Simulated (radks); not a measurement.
Mg, 12 electrons, occupied as [Ne] 3s2.

All-electron calculation, non-relativistic Kohn-Sham, exchange-only LDA, spin-polarised, spherical densities, point nucleus. Program: a radial shooting solver on a logarithmic mesh with Libxc functionals.

Energy parts (hartree):
part                  energy
total             -198.24879
kinetic            198.24879
electron-nucleus  -477.31912
Hartree             95.35662
exchange           -14.53508

Orbitals (lengths in bohr, moments of r in powers of bohr; r(max) is where P^2 peaks):
| orbital | occ. | eigenvalue (hartree) | r(max) |
|---|---|---|---|
| 1s | 2 | -45.89700 | 0.08571 |
| 2s | 2 | -2.84557 | 0.5502 |
| 2p | 6 | -1.66130 | 0.4780 |
| 3s | 2 | -0.14213 | 2.547 |

The highest occupied level is 3s at -3.868 eV. The electron density at the nucleus is 1085 e/bohr^3. For comparison, the ionisation energy in NIST's Atomic Spectra Database is 7.646 eV (measured). In exact Kohn-Sham theory the highest level is minus the ionisation energy, but local and semilocal functionals leave it too shallow, through self-interaction and a potential that decays too fast; potentials with the right tail come closer. The density falls to 0.001 e/bohr^3 at r = 4.56 bohr. Virial ratio -V/T = 2.00000. Summed over all electrons, <r^2> = 29.49 bohr^2, which gives a Langevin (diamagnetic) susceptibility term of -23.4 x 10^-6 cm^3/mol.
